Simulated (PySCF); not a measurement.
## Computed properties of silylphosphine (H5PSi), SMILES [SiH3]P

silylphosphine (H₅PSi), SMILES P[SiH3]. Geometry optimised at PBE0-D3(BJ)/def2-TZVP. The values are those of a single conformer. All values are computed for the isolated molecule unless a solvent is named; none is compared with measurement here.

**Structure.** The optimised structure has Cs symmetry. All 15 harmonic modes at PBE0-D3(BJ)/def2-TZVP (PySCF) are real, so it is a minimum.

**Vibrations.** The strongest infrared lines (harmonic, unscaled, degenerate partners summed) lie at 898 cm⁻¹ (262 km/mol, H 92 %, Si 8 %), 2230 cm⁻¹ (87 km/mol, H 96 %), 2233 cm⁻¹ (86 km/mol, H 96 %). The softest mode is at 173 cm⁻¹ and the zero-point energy is 26.4 kcal/mol.

**Electronic structure.** B3LYP/def2-TZVPD (PySCF) places the frontier levels at -7.43 and -0.29 eV, a gap of 7.14 eV, and gives a dipole moment of 0.59 D and a mean polarisability of 59.8 bohr³.

**Excitations.** TDA-M06-2X/def2-SVPD (PySCF) has S1 at 6.59 eV (188 nm, f = 0.013, weak); the most intense of the 10 singlets computed lies at 6.97 eV (f = 0.26). T1 (TDA) is at 5.85 eV, 0.74 eV under S1. No vertical singlet excitation falls in the visible range (under 3.1 eV).

**NMR.** GIAO shifts at PBE0/pcSseg-2 (PySCF) (non-relativistic, atoms alike by connectivity averaged): ¹H from 1.8 to 4.3 ppm against TMS; ²⁹Si at -79.6 ppm against TMS.
